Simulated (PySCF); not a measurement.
VOF2, SMILES [O]=[V+]([F])[F], charge +1, multiplicity 1. Atoms are numbered in the order given.

```xyz
4

V     -0.2763    -0.0418     0.0000
O      0.2733    -1.4589     0.0000
F      0.2315     0.7018     1.4024
F      0.2315     0.7018    -1.4024
```
Charge +1, spin multiplicity 1.

Coordinates come from a B3LYP-D3(BJ)/def2-SVP optimisation. The spin state was assumed, not searched. The isomer is the one that the SMILES or the coordinates give; other isomers of the formula were not compared.

Computed with PBE/def2-TZVPD (PySCF).

The molecule is in vacuum.

```
Property                                                          Result
------------------------------------------------  ----------------------
total energy                                         -1218.37218 hartree
point group                                                           Cs
highest occupied level                                         -16.41 eV
lowest empty level                                             -13.01 eV
orbital gap                                                      3.40 eV
dipole moment about the centre of nuclear charge                  3.38 D
mean static polarisability                          27.3 bohr³ (4.04 Å³)
polarisability, principal values                  16.6, 32.3, 33.0 bohr³
```
